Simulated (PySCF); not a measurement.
tellurium hexafluoride cation (F6Te), SMILES [Te](F)(F)(F)(F)(F)F (connectivity only; charge and spin as stated), charge +1, multiplicity 2. The structure is a stationary point at PBE-D3(BJ)/def2-SVP. The spin state was assumed, not searched. The def2 effective core potentials stand for the cores of Te; spin–orbit coupling is left out.

The numbers are results of PBE-D3(BJ)/def2-SVP run with PySCF, not measurements.

Harmonic wavenumbers (cm⁻¹): 107, 151, 172, 223, 235, 239, 248, 259, 270, 373, 538, 637, 675, 695, 710. Rotational constants (GHz): 1.943, 1.740, 1.684; symmetry number 2.

### Question
Work out the zero-point energy and the ideal-gas rigid-rotor harmonic-oscillator thermochemistry at 298.15 K and 1 atm.

### Answer
ZPE = ½ Σ hcν = ½ × 5532 cm⁻¹ = 33.09 kJ/mol. H − E(el) = 58.62 kJ/mol. Entropy in J/(mol K): translation 177.18, rotation 113.17, vibration 91.91, spin 5.76, total 388.02. G − E(el) = -57.07 kJ/mol. Cp = 127.45 J/(mol K). Modes under 150 cm⁻¹ make the vibrational entropy uncertain.
